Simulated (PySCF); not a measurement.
Dipole response of Tm (thulium, neutral)

[Xe] 4f13 6s2, 2F determinant. Calculation: PySCF 2.14, in ANO-RCC-VTZP (8s7p5d3f2g1h, 104 functions); scalar relativity by spin-free X2C-1e. Coupled (time-dependent) response in atomic units; α is the mean over directions. The basis has no added diffuse functions, which lowers α and C₆.

```json
{"method": "UHF", "mean α (bohr³)": "181.4", "α xx, yy, zz": "182.4, 182.4, 179.4", "C₆ (like pair)": "2909", "S(−4)": "14290"}
```

S(−4) is the Cauchy moment in α(ω) = α(0) + S(−4) ω² + …

Reference α: 144 ± 15 bohr³ (recommended; Schwerdtfeger and Nagle, table of static dipole polarizabilities (2023 update)). Published C₆: 2020 (Gould and Bucko (2016)).

Spin-orbit coupling is absent.

Hartree-Fock lies above the reference because it lacks correlation, which contracts the outer shell.

α(iu) at UHF:

```
u (hartree)  α(iu) (bohr³)
          0          181.4
     0.0500          151.8
      0.100          102.8
      0.200          47.11
      0.300          26.46
      0.500          12.77
      0.750          7.548
       1.00          5.336
       1.50          3.304
       2.00          2.337
       3.00          1.411
       5.00         0.7137
```

A single London oscillator, α(iu) = α/(1 + u²/ω²), gives C₆ = (3/4) ω α². Matching the computed C₆ needs ω = 4 × 2909 / (3 × 181.4²) = 0.118 hartree.

The components differ because the open shell of this determinant is not spherical; for a pure term their mean is the scalar polarisability.

Spin-orbit coupling, absent here, splits the open shell strongly.
